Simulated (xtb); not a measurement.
hexafluoropropene (C3F6), singlet, geometry from GFN2-xTB. Base run: GFN2-xTB run with xtb.

xtb was given this input:
```
$ xtb mol.xyz --gfn 2 --json

# file mol.xyz
9

F      2.49184748    -0.18829557     0.79842098
C      1.31418502     0.24683492     0.42467974
F      1.26067366     1.55824784     0.42112146
C      0.28229877    -0.52520184     0.08521556
F      0.37606850    -1.85663792     0.10149667
C     -1.06436063     0.03101770    -0.34154878
F     -1.61086992     0.78624932     0.61807922
F     -0.95447491     0.80748822    -1.42550070
F     -1.91799358    -0.94215242    -0.62584863
```

Each row names what was changed in the base input (with any setting that the change needs).

```tsv
change	ΔE vs base (kcal/mol)	HOMO-LUMO gap (eV)	dipole (D)	SCF cycles
base	0.000	4.78	1.02	10
etemp = 10000	…	…	…	9
file = coord	0.000	4.78	1.02	10
acc = 0.0001	0.000	4.78	1.02	16
etemp = 5000	-0.162	4.79	1.01	10
alpb = cs2	…	4.79	…	10
acc = 1000	0.000	4.78	1.01	7
```

Problem. What belongs in the gaps?

Solution. 
- etemp = 10000, ΔE vs base (kcal/mol): -6.40
- etemp = 10000, HOMO-LUMO gap (eV): 4.84
- etemp = 10000, dipole (D): 0.77
- alpb = cs2, ΔE vs base (kcal/mol): -3.46
- alpb = cs2, dipole (D): 1.06

ALPB and GBSA are two models with their own fitted parameters for each solvent, which aren't always the measured dielectric constant.
